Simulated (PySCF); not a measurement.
GeBr3, SMILES [Br][Ge]([Br])[Br], multiplicity 2.

Coordinates come from a ωB97X-D3(BJ)/def2-SVP optimisation.

Level of theory: PBE/def2-TZVP in PySCF.

The molecule is in vacuum.

Computed frontier levels, dipole moment and polarisability:
| Property | Value |
|---|---|
| α spin, highest occupied and lowest empty level | -6.13 and -2.27 eV |
| β spin, highest occupied and lowest empty level | -7.33 and -5.29 eV |
| dipole moment | 0.74 D |
| quadrupole, principal values (traceless, Buckingham form, about the centre of nuclear charge) | -1.03, -1.03, 2.06 D·Å |
| mean static polarisability | 95.3 bohr³ (14.12 Å³) |
| polarisability, principal values | 65.7, 110.1, 110.1 bohr³ |
| ⟨S²⟩ | 0.752 (pure state 0.75) |
